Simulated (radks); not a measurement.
The numbers below are computed, except where a source is named.
Effect of the nuclear size on neutral barium, [Xe] 6s2. Level of theory: Dirac Kohn-Sham, BLYP, spin-unpolarised, spherical densities, finite nucleus; Fermi nuclear charge, rms radius 4.8378 fm (a radial shooting solver on a logarithmic mesh with Libxc functionals). The rms radius is varied about that value; shifts are against it.

rms radius (fm)  total energy shift (eV)  density at nucleus (e/bohr^3)  1s1/2 shift (meV)  2s1/2 shift (meV)  4p1/2 shift (meV)  5s1/2 shift (meV)  5p1/2 shift (meV)  6s1/2 shift (meV)  6p1/2 (empty) shift (meV)
3.8896                             -2.99                      3.368e+05              -1250               -150              0.585             -0.924              0.228             -0.044                      0.050
4.4024                             -1.44                      3.288e+05               -599              -72.0              0.281             -0.444              0.110             -0.021                      0.024
4.8378                                 0                      3.229e+05              0.000              0.000              0.000              0.000              0.000              0.000                      0.000
5.0845                             0.863                      3.198e+05                360               43.2             -0.169              0.267             -0.066              0.013                     -0.014
6.0134                              4.42                      3.096e+05               1840                221             -0.864               1.37             -0.337              0.065                     -0.074

Slopes of the eigenvalues against <r^2> in GHz/fm^2, as finite differences over the two radii next to the reference (eigenvalue slopes, not the field-shift constants of lines): 1s1/2 35800, 2s1/2 4300, 4p1/2 -16.8, 5s1/2 26.6, 5p1/2 -6.55, 6s1/2 1.26, 6p1/2 (empty) -1.44.
